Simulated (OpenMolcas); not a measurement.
**d5 ions of charge +3 down a group on the Mg site of KMgF3**

```
Program             : OpenMolcas 26.06
Method              : CASSCF
Spin-orbit coupling : RASSI with atomic mean-field integrals over the reference wave functions
```

The d shell is active. Each dopant is a cluster with its nearest anions in model potentials and point charges, with no relaxation and no local charge compensation. Distances were set from a Shannon-type radius of the metal (high-spin where two are listed) plus a fixed donor radius (F 1.31 Å), in hosts weighted 0.65 to 0.35 with the host's distance in the model lattice. Ligand basis ANO-RCC-VDZP, DKH2 Hamiltonian. States (labels of O, the rotations of Oh). Energies in cm-1 above the lowest state or level, χT in cm3 K/mol; under a threefold ground state the first gap can be a small split of the lowest multiplet, not the spin-orbit step; 10Dq and B are least-squares fits to the states below 45000 cm-1, weighted by degeneracy, with a free offset, and given where the rms deviation is under 5 % of |10Dq| (or 100 cm-1) and under 700 cm-1. Spin-only χT is S(S+1) / 2 for the spin of the ground state.

| Ion | Shell | R (Å) | Metal basis | Ground state | First state of that spin | 10Dq | B (rms of fit) | First gap with spin-orbit (degeneracies) | χT at 300 K | First state of another spin | Spin-only χT |
| --- | --- | --- | --- | --- | --- | --- | --- | --- | --- | --- | --- |
| Fe3+ | 3d5 | 1.966 | ANO-RCC-VTZP | 6A1 |  | 10440 | 1217 (112) | 27169 (6, 2) | 4.385 | 4T1 27266 | 4.375 |
| Ru3+ | 4d5 | 1.989 | ANO-RCC-VTZP | 2T2 | 2A2 19768 | 23594 | 798 (181) | 1996 (2, 4) | 0.636 | 6A1 4901 | 0.375 |

|10Dq| changes by a factor of 23594 / 10440 = 2.26 from Fe3+ to Ru3+.

B goes from 1217 cm-1 (Fe3+) to 798 cm-1 (Ru3+).

Below the highest spin of the shell: Ru3+. χT departs most from the spin-only value for Ru3+, by +0.261 cm3 K/mol.

Without dynamic correlation the repulsion within the d shell is too large (B by tens of per cent), so at a given field states of lower spin stand too high. Ligand-to-metal charge-transfer states are missing. With no ligand orbital active B as a rule stays too high, so bands that hang on it stand too high and its fall with covalency is understated. With metal d orbitals alone and no dynamic correlation 10Dq can be off by a tenth to a fifth, either way, in oxide and fluoride hosts (holds for Fe3+). An orbital triplet at a regular site is open to Jahn-Teller coupling, which can distort the site and quench the lowest spin-orbit gaps and is left out (holds for Ru3+). This shell can be high or low spin here, a state of another spin lies low, and with metal d orbitals alone active their balance is uncertain, so the ground spin may be wrong, although the usual error favours high spin (holds for Ru3+). The least metal-like active orbital is 82 % on the metal (Löwdin) and no ligand orbital is active, so the numbers are rough (holds for Ru3+). With metal d orbitals alone the field can be off either way by tens of per cent (holds for Ru3+). No measured value stands beside these numbers; the geometry was set by hand and not optimised.
